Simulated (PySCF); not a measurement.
**Stretching GeI**

Set-up: PySCF, scalar-relativistic core potentials, basis sets Ge cc-pVTZ-PP with ECP10, I cc-pVTZ-PP with ECP28. Energies in eV from Ge + I in their ground configurations at the same level. State: ²Π (doublet), unpaired electrons π ↑.

All columns are PBE0. A positive dipole means Ge(−)I(+).

```
R (Å)  E (eV)  μ (D)  Mulliken charge on Ge (basis-dependent)  HOMO (eV)  LUMO (eV)  Mayer bond order  ⟨S²⟩
2.183  -2.170   0.47                                     0.05      -4.57      -2.70              1.48  0.75
2.285  -2.730  -0.07                                     0.08      -4.75      -2.86              1.42  0.75
2.387  -3.031  -0.62                                     0.12      -4.93      -3.01              1.37  0.75
2.463  -3.134  -1.04                                     0.15      -5.06      -3.13              1.33  0.75
2.539  -3.162  -1.46                                     0.18      -5.18      -3.24              1.29  0.75
2.615  -3.131  -1.87                                     0.21      -5.31      -3.36              1.25  0.75
2.717  -3.027  -2.41                                     0.24      -5.47      -3.50              1.20  0.76
2.844  -2.827  -3.07                                     0.28      -5.66      -3.68              1.14  0.76
2.996  -2.533  -3.83                                     0.32      -5.87      -3.87              1.08  0.76
3.199  -2.106  -4.77                                     0.35      -6.11      -4.12              1.02  0.76
```

A fit through these points gives, at Re = 2.533 Å, μ = -1.42 D and dμ/dR = -5.46 D/Å; the reduced mass is 46.71 u.

How strong is the fundamental in the double-harmonic approximation, I = 42.26·(dμ/dR)²/μred km/mol?

I = 42.26·(-5.46)²/46.71 = 27.0 km/mol at PBE0.

Spin–orbit coupling is left out, which matters for elements this heavy, above all for dissociation energies. The state was picked by a PBE0 search and need not be the measured ground state.
